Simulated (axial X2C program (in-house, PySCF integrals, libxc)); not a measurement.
**Spectroscopic constants of HfC**

Computed with an in-house all-electron X2C program for linear molecules (integrals from PySCF). Spin-free means the one-electron spin-free X2C Hamiltonian. Basis: Hf dyall-cv3z [13s14p9d7f4g], C dyall-v3z [7s6p2d1f] (cores contracted in-house); Gaussian nuclei, density fitting, unrestricted open shells. Masses: Hf 179.947 u, C 12.000 u.

Input:
```json
{"zs": [72, 6], "q": 0, "bas": ["dyall-cv3z", "dyall-v3z"], "levels": ["PBE0", "HF", "M06"], "cc": true, "r0": 1.95, "thr": -1.0, "nmax": 90, "npts": 10, "nst": 2, "ntry": 6}
```
```bash
python so2c.py task.json out
```

Keys: zs atomic numbers; q charge; bas basis sets; levels methods; cc coupled cluster on or off; r0 starting distance in Å; thr threshold in hartree for freezing inner shells (an s shell follows its p shell); nmax most natural virtual spinors; npts points on the curve; nst determinants followed; ntry starts of the search. HF also brings MP2.

State, spin-free: M_S = 1, Λ = 1 (beyond evenly filled blocks: σα, π+α, π+β, π-α); electrons by block: σα: 16, σβ: 15, π+α: 8, π+β: 8, π-α: 8, π-β: 7, δ+α: 3, δ+β: 3, δ-α: 3, δ-β: 3, φ+α: 1, φ+β: 1, φ-α: 1, φ-β: 1. Fragments: Hf + C.

```
Hamiltonian  level  Re (Å)  ωe (cm⁻¹)  Be (cm⁻¹)  De (eV)  μ (D)
  spin-free    M06   1.940      778.2     0.3981     4.57  -2.73
```

Dipoles are positive if C is the positive end.

De is counted from the lowest determinant-based energies of the atoms at the same level, without counterpoise correction. The functionals have no current-density term, which raises determinants with orbital currents, atoms included. The state is one determinant with fixed occupations, lowest in a PBE0 search at one distance only: followed along the bond, the spin-free determinant M_S = 1, Λ = 0 reaches 0.26 eV lower at PBE0, at Re = 1.784 Å, so the state shown is not the lowest. The determinant is spin-polarised beyond a pure state at some levels (its spin-free form has ⟨S²⟩ too high), which makes Re and μ there less reliable.

No reliable constants came from CCSD (2c), CCSD (spin-free), CCSD(T) (2c), CCSD(T) (spin-free), HF (2c), HF (spin-free), M06 (2c), MP2 (2c), MP2 (spin-free), PBE0 (2c), PBE0 (spin-free): no minimum in range, unconverged points, a curve that is not smooth, a change of character along it, or the two Hamiltonians disagreeing along it.

The whole task took 4.2 min on 1 thread of Arm Neoverse V1, on a shared host.
